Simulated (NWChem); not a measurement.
WNHOClF; SMILES [Cl][W](=[O])(=[NH])[F]

Computed with NWChem. Medium grid unless said otherwise, to which SCAN and Minnesota functionals are sensitive. Coordinates come from a PBE0/def2-SVP optimisation. def2 effective core potentials on W; no spin-orbit coupling. Total energies of different functionals are on different scales.

| level | energy (Ha) | highest occupied level (eV) | orbital gap (eV) | dipole (D) |
|---|---|---|---|---|
| B3LYP/def2-SVP | -757.6070 | -8.44 | 5.95 | 1.60 |
| PBE/def2-SVP | -757.2177 | -7.26 | 4.26 | 1.50 |
| BLYP/def2-SVP | -757.5513 | -7.06 | 4.21 | 1.49 |
| TPSSh/def2-SVP | -757.5837 | -7.97 | 5.26 | 1.56 |
| LDA (Slater exchange, VWN5)/def2-SVP | -754.4132 | -7.44 | 4.22 | 1.56 |
| r2SCAN0/def2-SVP | -757.3620 | [?] | [?] | 1.66 |
| TPSS/def2-SVP | -757.6448 | -7.37 | 4.40 | 1.52 |
| PW6B95/def2-SVP | -758.1779 | -8.87 | 6.59 | 1.64 |
| N12/def2-SVP | -757.6306 | -7.22 | 4.22 | 1.62 |
| BP86/def2-SVP | -757.7552 | -7.37 | 4.25 | 1.51 |

Q: Some entries are withheld; supply them.

A: 
- r2SCAN0/def2-SVP, highest occupied level (eV): -9.04
- r2SCAN0/def2-SVP, orbital gap (eV): 6.69
